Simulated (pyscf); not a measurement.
## `[NH2][SiH][NH][SiH2][NH2]`, doublet

Gas-phase minimum from PySCF at ωB97X-D3(BJ)/def2-SVP, one conformer. Other isomers of H₂N–SiH•–NH–SiH₂–NH₂ were not searched in full and may lie lower. 

```
Si
N 1 1.7361
H 2 1.0154 1 116.61
N 1 1.7468 2 110.02 3 -117.27
H 4 1.0162 1 117.98 2 -158.26
H 4 1.0164 5 110.21 1 140.80
Si 2 1.7508 3 117.71 1 -173.85
N 7 1.7306 2 104.02 3 168.28
H 8 1.0133 7 122.27 2 161.94
H 8 1.0183 9 113.62 7 -153.97
H 1 1.4896 2 114.57 3 125.17
H 1 1.4983 11 108.75 4 -122.39
H 7 1.5124 8 106.49 9 41.57
```
Charge 0, spin multiplicity 2.

Properties at ωB97X-D3(BJ)/def2-SVP:

```
Property                                                                                                                                                                                                                                                                                            Value
---------------------------------------------------------------------------------------------------------------------  ----------------------------------------------------------------------------------------------------------------------------------------------------------------------------------
Harmonic wavenumbers, unscaled                                                                                         85, 120, 163, 209, 271, 293, 378, 415, 474, 504, 612, 670, 695, 740, 774, 815, 868, 884, 891, 935, 978, 988, 1183, 1536, 1555, 2090, 2212, 2264, 3581, 3597, 3656, 3692, 3714 cm⁻¹
Zero-point energy                                                                                                                                                                                                                                                                           59.8 kcal/mol
Rotational symmetry number                                                                                                                                                                                                                                                                              1
Entropy of this conformer at 298 K and 1 atm, rigid rotor and harmonic oscillator, modes under 100 cm⁻¹ raised to 100                                                                                                                                                                     371.1 J/(mol K)
Dipole moment                                                                                                                                                                                                                                                                                      2.08 D
Spin expectation value S2                                                                                                                                                                                                                                                                           0.753
```

Single-point totals, which compare only within one level:

| level | total energy (hartree) |
|---|---|
| ωB97X-D3(BJ)/def2-TZVP | -748.32371 |
| PBE/def2-TZVP | -747.70388 |
| r²SCAN/def2-TZVP | -748.07070 |
| B3LYP-D3(BJ)/def2-TZVP | -748.28234 |
| PBE0-D3(BJ)/def2-TZVP | -747.78489 |
| M06-2X/def2-TZVP | -748.10293 |
| ωB97M-D3(BJ)/def2-TZVP | -748.34181 |

Soft torsions are taken as harmonic, which can shift the entropy by several J/(mol K).
